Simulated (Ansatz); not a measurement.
The cluster Li₃Te⁺, relaxed as a singlet with RKS PBE0-D4/def2-TZVP in Ansatz, starting from the GFN1-xTB geometry. Force threshold 0.02 eV/Å.

In the def2 sets Te takes a core potential; there is no spin–orbit coupling. The structure comes from a short search, and lower isomers may exist.

Start:

```xyz
4

Li   -0.823    0.491   -3.211
Li    0.154   -0.921    0.777
Li    1.874    0.254    3.279
Te   -1.205    0.176   -0.845
```

**Question.** Estimate the energy that the relaxation releases and the steps that it takes.

**Answer.** 270.2 kJ/mol, in 17 steps; 11 s on 4 threads of Arm Neoverse V2 on a shared host. No frequencies were taken in this run, so the end may be a saddle point.

**Question.** Does the start keep its bonding?

**Answer.** Bonds formed: Li3–Te4 (atoms count from 1). The end is the same structure that another start reached, the lowest one found.

**Question.** Predict the relaxed structure.

**Answer.** 
```xyz
4

Li   -0.3059    0.9877   -2.1746
Li   -0.3383   -2.3672    0.2826
Li    1.1294    1.2501    1.7214
Te   -0.4853    0.1294    0.1706
```
Bond lengths (bridged metal pairs left out): 3 × Li–Te 2.50 Å.
